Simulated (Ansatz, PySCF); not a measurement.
PySCF was given this input:
```python
from pyscf import gto, scf, dft

mol = gto.M(
    atom='''
Rb   -0.00000000   -0.00000000   -2.21612860
I     0.00000000    0.00000000    1.54710864
''',
    basis='def2-svp',
    ecp={'I': 'def2-svp', 'Rb': 'def2-svp'},
    charge=1,
    spin=1,
    verbose=3,
)

mf = dft.UKS(mol)
mf.xc = 'b97m_v'
mf.grids.atom_grid = (99, 590)
mf.grids.prune = None
mf.kernel()
```

### Question
Write the same job for Ansatz (a program for electronic structure).

### Answer
Several could match; the one computed here: 
Ansatz 0.2 input:
```yaml
crystal:
  periodic: [false, false, false]
  atoms:
    - {symbol: Rb, position_ang: [-0.00000000, -0.00000000, -2.21612860]}
    - {symbol: I, position_ang: [0.00000000, 0.00000000, 1.54710864]}
basis:
  gaussian:
    orbitals: def2-SVP
hamiltonian:
  xc: {name: B97M-V}
total_charge: 1
magnetization: {spin_polarized: true, initial_magnetization: 1}
accuracy: high
```

Both were run: PySCF gave -321.614209 Eh and Ansatz -321.614226 Eh, 0.018 mEh apart.
